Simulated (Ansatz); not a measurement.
A structure relaxed at PBE-D4/def2-SVP in Ansatz, charge 0, singlet:

| atom | x (Å) | y (Å) | z (Å) |
| --- | --- | --- | --- |
| Al1 | -0.635 | -0.739 | 1.062 |
| P2 | 0.291 | -1.305 | -1.147 |
| Si3 | -3.972 | -0.002 | -0.904 |
| Si4 | -1.408 | 2.934 | -0.372 |
| Si5 | -0.675 | -0.458 | -3.047 |
| Si6 | 2.537 | -1.055 | -1.546 |
| Si7 | 1.993 | 2.298 | 1.222 |
| Si8 | 3.039 | -1.316 | 2.372 |
| Si9 | -3.024 | -0.612 | -2.970 |
| Si10 | -3.673 | 2.298 | -0.490 |
| Si11 | -2.990 | -1.372 | 0.743 |
| Si12 | -0.277 | 1.684 | 1.268 |
| Si13 | 0.816 | -2.087 | 2.520 |
| Si14 | 3.833 | -1.892 | 0.233 |
| Si15 | 3.238 | 1.002 | 2.746 |
| H16 | -5.452 | -0.262 | -1.077 |
| H17 | -1.330 | 4.422 | -0.114 |
| H18 | -0.776 | 2.687 | -1.722 |
| H19 | -0.166 | 0.954 | -3.105 |
| H20 | -0.071 | -1.240 | -4.184 |
| H21 | 2.696 | 0.422 | -1.766 |
| H22 | 2.792 | -1.771 | -2.847 |
| H23 | 2.198 | 3.761 | 1.541 |
| H24 | 2.552 | 2.066 | -0.163 |
| H25 | 3.972 | -2.029 | 3.326 |
| H26 | -3.518 | 0.220 | -4.129 |
| H27 | -3.333 | -2.058 | -3.276 |
| H28 | -4.398 | 3.084 | -1.556 |
| H29 | -4.325 | 2.611 | 0.835 |
| H30 | -3.810 | -1.195 | 2.002 |
| H31 | -3.193 | -2.802 | 0.287 |
| H32 | -0.814 | 2.156 | 2.604 |
| H33 | 0.129 | -2.713 | -1.359 |
| H34 | 0.852 | -3.560 | 2.171 |
| H35 | 0.419 | -1.992 | 3.976 |
| H36 | 3.816 | -3.391 | 0.060 |
| H37 | 5.239 | -1.412 | -0.037 |
| H38 | 2.729 | 1.286 | 4.138 |
| H39 | 4.700 | 1.379 | 2.705 |

(1) Give its formula and point group.

(2) Summarise the bond lengths by kind (pairs closer than 1.2 times the sum of covalent radii, bridged metal pairs left out).

Answers

(1) AlSi13PH24, a doped nanocrystal cut from the lattice of silicon (Al and P 2.4 A apart). Point group Cs (tolerance 0.1 Å).

(2) 12 × Si–Si 2.35 to 2.36 Å; 3 × Al–Si 2.46 Å; 2 × P–Si 2.29 Å; 1 × Al–P 2.46 Å; 23 × H–Si 1.50 to 1.51 Å; 1 × H–P 1.43 Å.
